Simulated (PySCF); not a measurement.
PySCF job for Al(Me)2(SiH3) (C2H9AlSi), SMILES [Al]([CH3])([CH3])[SiH3], PBE0/pcSseg-1. Coordinates come from a ωB97X-D3(BJ)/def2-SVP optimisation. The structure was generated by enumeration; whether it is a known compound was not checked.

```python
import numpy as np
from pyscf import gto, scf, dft
from pyscf.prop.nmr import rks as nmr

mol = gto.M(
    atom='''
    Al    0.31525679   -0.30046079    0.29022162
    C     2.16897912   -0.54483538   -0.29896541
    H     2.63620383   -1.45452062    0.11367368
    H     2.77976068    0.31176738    0.04373966
    H     2.26751155   -0.57274476   -1.39724246
    C    -0.37547617   -1.12933237    1.92680945
    H    -1.18214857   -1.84578600    1.68594473
    H    -0.83106946   -0.37708044    2.59493838
    H     0.39162454   -1.67427615    2.50091268
    Si   -1.17128582    1.09590300   -1.06448049
    H    -2.40835463    1.52703173   -0.33837785
    H    -1.62532771    0.35564507   -2.28816253
    H    -0.48955493    2.33831877   -1.55264461
    ''',
    basis='pcSseg-1',
    charge=0,
    spin=0,
    max_memory=1600,
    verbose=3,
)
mf = dft.RKS(mol, xc='pbe0')
mf.grids.level = 3
mf.conv_tol = 1e-10
mf.max_cycle = 100
mf.kernel()
n = nmr.NMR(mf)
n.verbose = 2
n.max_cycle_cphf = 60
sigma = n.kernel()
print('atom   isotropic/ppm   span/ppm')
for i, s in enumerate(sigma):
    w = np.linalg.eigvalsh((s + s.T) / 2)
    print(f'{mol.atom_symbol(i):2s}{i + 1:3d} {w.mean():14.3f} {w[2] - w[0]:11.3f}')
```

It prints:

```
converged SCF energy = -613.178777101959
atom   isotropic/ppm   span/ppm
Al  1        213.671     200.791
C   2        185.579      28.245
H   3         31.041      10.870
H   4         31.520      10.109
H   5         31.052      10.187
C   6        185.274      28.465
H   7         31.340      10.021
H   8         31.212      10.131
H   9         30.997      10.923
Si 10        488.817      26.654
H  11         28.335       8.292
H  12         28.245       7.693
H  13         28.290       8.087
```

The run converged.

Cost: about 50 core-seconds (a rough figure).
